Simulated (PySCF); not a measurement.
A compound of formula C22H14 has these computed shifts in ppm, with the number of atoms in brackets (GIAO PBE/pcSseg-1, gas phase, PySCF SCF with an in-house response code, fitting set def2-universal-JFIT, grid level 2, non-relativistic, on the GFN2-xTB geometry; 13C, 1H against isolated TMS).

1H: 6.91 (1), 6.82 (1), 6.76 (1), 6.69 (1), 6.59 (1), 6.50 (1), 6.42 (1), 6.37 (1), 5.89 (1), 5.79 (1), 4.95 (1), 4.62 (1), 4.60 (1), 4.24 (1)
13C: 154.1 (1), 153.4 (1), 152.6 (1), 152.4 (1), 148.3 (1), 148.1 (1), 146.7 (1), 145.3 (1), 141.5 (1), 140.9 (1), 140.9 (1), 138.6 (1), 137.4 (1), 136.9 (1), 135.4 (1), 133.9 (1), 133.7 (1), 132.1 (1), 130.1 (1), 128.7 (1), 126.8 (1), 124.9 (1)

**Question.** Which structure gave them?

**Answer.** c1ccc2cc3cccc4cc5cccc5c(cc2cc1)c34. Other isomers were not compared.
